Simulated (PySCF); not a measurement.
CH₂Li₂, SMILES [Li][CH2][Li]. Geometry optimised at r2SCAN-D4/def2-TZVPD.

Computed equilibrium geometry at r2SCAN-D4/def2-TZVPD (PySCF confirms it by a frequency run) as Cartesian coordinates in Å, and its point group:
point group C2v.
```xyz
5

C      0.0000     0.0000    -0.3338
H      0.0000     0.8865    -0.9947
H      0.0000    -0.8865    -0.9947
Li    -1.6603     0.0000     0.6653
Li     1.6603     0.0000     0.6653
```
